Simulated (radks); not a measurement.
Spherical quantum dot in the effective-mass picture: electrons in a well V = -V0 / (1 + exp((r - R)/a)) with V0 = 8.53, R = 4.56, a = 0.29, with a point charge +2 (a donor) at the centre, all in effective atomic units (hartree* = m*/eps^2 hartree, bohr* = eps/m* bohr), one dielectric constant everywhere. Calculated with a radial shooting solver with Libxc functionals: non-relativistic Kohn-Sham, r2SCAN, spin-polarised, spherical densities, generalised Kohn-Sham scheme. Levels are named by radial order and angular momentum (1s, 1p, 1d, 2s, ...), and open shells are averaged over m.

N = 12, configuration 1s2 1p6 1d(up 2, down 0) 2s2. This is the lowest configuration that the search found. Occupied and some empty levels:

level    occupation  eigenvalue (hartree*)  <r> (bohr*)
1s up             1                -5.5843        1.548
1s down           1                -5.5771        1.462
1p up             3                -5.2228        2.902
1p down           3                -5.1811        2.879
2s up             1                -5.1792        2.316
2s down           1                -5.1439        2.385
1d up             2                -4.9397        3.076
1d down           0                -4.8905        3.067
1f up             0                -4.5748        3.206
1f down           0                -4.5205        3.204
2p up             0                -4.1415        2.340
1g up             0                -4.1341        3.314
2p down           0                -4.1209        2.348
1g down           0                -4.0760        3.314

Energy (hartree*): total -85.9745, kinetic 8.0506, external -114.64, Hartree 24.835, exchange-correlation -4.2214.

Electron density:

r (bohr*)  n(r) (e/bohr*^3)
0.252                 1.470
0.532                0.5226
0.812                0.2017
1.09                0.08817
1.37                0.04943
1.65                0.04022
1.93                0.04289
2.21                0.04929
2.49                0.05485
2.77                0.05625
3.06                0.05129
3.33                0.04000
3.62                0.02545
3.90                0.01248
4.18               0.004408
4.46               0.001074
4.74              0.0001852
5.02             0.00002536
5.30              3.084e-06
5.58              3.582e-07
